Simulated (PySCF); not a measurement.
Two species compared at the same levels of theory.

First species: C5H4N2.
SMILES: `CC=C(C#N)C#N`

Second species: C5H12NP.
Z-matrix (Å and degrees, GFN2-xTB geometry), rows numbered from 1:
```
C 
C   1  1.5283
C   2  1.5081  1  111.84
P   3  1.7079  2  114.10  1  -113.58
N   3  1.3596  2  118.19  1    62.59
C   5  1.4427  3  123.87  2    27.10
C   5  1.4399  3  121.43  2  -165.38
H   1  1.0869  2  111.46  3   -63.71
H   1  1.0875  2  109.72  3    56.34
H   1  1.0876  2  110.16  3   175.73
H   2  1.0936  1  110.20  3   124.84
H   2  1.0934  1  108.89  3  -118.23
H   4  1.3914  3   98.90  2  -176.74
H   6  1.0843  5  111.54  3    -0.88
H   6  1.0948  5  110.47  3  -121.97
H   6  1.0952  5  109.76  3   118.95
H   7  1.0906  5  109.65  3    39.45
H   7  1.0905  5  108.77  3   158.09
H   7  1.0967  5  112.32  3   -81.83
```

Levels: PBE0/def2-SVPD for dipole moment, HOMO energy, LUMO energy, HOMO–LUMO gap, static isotropic polarisability and electronic spatial extent ⟨r²⟩ about the centre of nuclear charge; TDDFT PBE0/def2-SVPD for lowest singlet excitation; TDA PBE0/def2-SVPD for lowest triplet excitation (Tamm–Dancoff); GFN2-xTB for rotational constant A and rotational constant C. Geometries: GFN2-xTB. Each species is one conformer at its optimised geometry, gas phase, non-relativistic unless stated; the electronic structure was computed with PySCF and density fitting.

Dipoles, sizes and rotational constants follow the conformer. The torsions of the flexible species, by atom-mapped SMILES:
- `[H]/[P:4]=[C:3](/[CH2:2][CH3:1])[N:5]([CH3:6])[CH3:7]`: C1–C2–C3–P4 -114°, C2–C3–N5–C6 27°

Values for the first species:

```
Dipole moment                                                     : 5.47 D
HOMO energy                                                       : -8.57 eV
LUMO energy                                                       : -2.60 eV
HOMO–LUMO gap                                                     : 5.97 eV
Lowest singlet excitation                                         : 5.67 eV
Lowest triplet excitation (Tamm–Dancoff)                          : 3.30 eV
Static isotropic polarisability                                   : 68.6 au
Electronic spatial extent ⟨r²⟩ about the centre of nuclear charge : 791 bohr²
Rotational constant A                                             : 3.662 GHz
Rotational constant C                                             : 1.419 GHz
```

**Question.** Estimate the same properties for the second species, and the change in each.

**Answer.** 
```
                                                         property      first      second  second less first
                                                    dipole moment     5.47 D      3.90 D            -1.57 D
                                                      HOMO energy   -8.57 eV    -5.49 eV           +3.08 eV
                                                      LUMO energy   -2.60 eV    -0.41 eV           +2.19 eV
                                                    HOMO–LUMO gap    5.97 eV     5.08 eV           -0.89 eV
                                        lowest singlet excitation    5.67 eV     4.68 eV           -0.99 eV
                         lowest triplet excitation (Tamm–Dancoff)    3.30 eV     2.69 eV           -0.61 eV
                                  static isotropic polarisability    68.6 au    102.0 au           +33.4 au
electronic spatial extent ⟨r²⟩ about the centre of nuclear charge  791 bohr²  1066 bohr²         +275 bohr²
                                            rotational constant A  3.662 GHz   2.209 GHz         -1.453 GHz
                                            rotational constant C  1.419 GHz   1.209 GHz         -0.210 GHz
```

On the first: The polarisability is 10.16 Å³ as a volume (1 au = 0.148185 Å³), or 1.43 au for each of the 48 electrons. The principal polarisabilities are 43.1, 73.8 and 88.8 au; their mean is the isotropic value.

On the second: The vertical singlet–triplet gap S1 − T1 is 1.99 eV (TDDFT singlet less Tamm–Dancoff triplet; S1: HOMO→LUMO, weight 0.94; T1: HOMO→LUMO, weight 0.98). No computed singlet falls in the visible range (750 to 380 nm, 1.65 to 3.26 eV); S1 lies 1.42 eV above its blue end.
